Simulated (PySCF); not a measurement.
MgF2, SMILES [F][Mg][F].

The structure is a stationary point at ωB97X-D3(BJ)/def2-TZVP. The isomer is the one that the SMILES or the coordinates give; other isomers of the formula were not compared.

Level of theory: C-PCM-PBE0/def2-SVP run with PySCF 2.14.0.

The values are the electrostatic part of the solvation free energy, E(continuum) − E(gas) at the gas-phase geometry, in a cavity of scaled van der Waals radii (PySCF's table); cavitation and dispersion terms are not included. A continuum can't describe solvent molecules that bind to the metal. In vacuum the orbital gap is 8.32 eV. The dipole moment in vacuum is 0.00 D.

| solvent | ε | ΔG(elec) (kcal/mol) | dipole (D) | gap (eV) |
|---|---|---|---|---|
| water | 78.36 | -20.4 | 0.00 | 9.10 |
| methanol | 32.61 | -20.0 | 0.00 | 9.08 |
| tetrahydrofuran | 7.43 | -17.7 | 0.00 | 9.00 |
